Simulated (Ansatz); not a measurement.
System: sum formula HBO$_{2}$Br, net charge 0, doublet state. It need not be the lowest isomer of its formula. SMILES: [O]B(O)Br
Structure (B3LYP-D3(BJ)/def2-TZVP (Ansatz, a program for electronic structure) minimum search):
```xyz
5

O     -0.6876     1.7079     0.4230
B     -0.9156     0.4348     0.1587
O     -2.0490    -0.2895     0.0775
Br     0.8379    -0.3924    -0.1441
H     -2.8548     0.2145     0.2439
```
Charge 0, spin multiplicity 2.

Wanted: atomisation energy (electronic, to ground-state atoms), in kcal/mol. Cores are frozen in the correlated levels unless marked. Open shells are spin-unrestricted. No spin-orbit coupling. Frozen are the shells of the preceding noble gas and the d and f shells that filled before the atom's block. No relativistic terms. The coupled-cluster limit lacks core correlation, which all-electron functionals hold. CBS marks a two-point X^-3 extrapolation of the correlation energy; Hartree-Fock from the larger set (for Q and 5 zeta extrapolated as (X+1)exp(-9√X)).

| level | program | atomisation energy (kcal/mol) |
|---|---|---|
| HF/STO-3G | Ansatz | 348.2 |
| HF/aug-cc-pVDZ | Ansatz | 318.2 |
| HF/cc-pV5Z | Ansatz | 326.5 |
| revPBE-D3(BJ)/def2-TZVPD | Ansatz + dftd3 | 465.3 |

Q: What does CCSD(T)/CBS(cc-pVQZ,cc-pV5Z) (Ansatz) give?

A: 458.1 kcal/mol
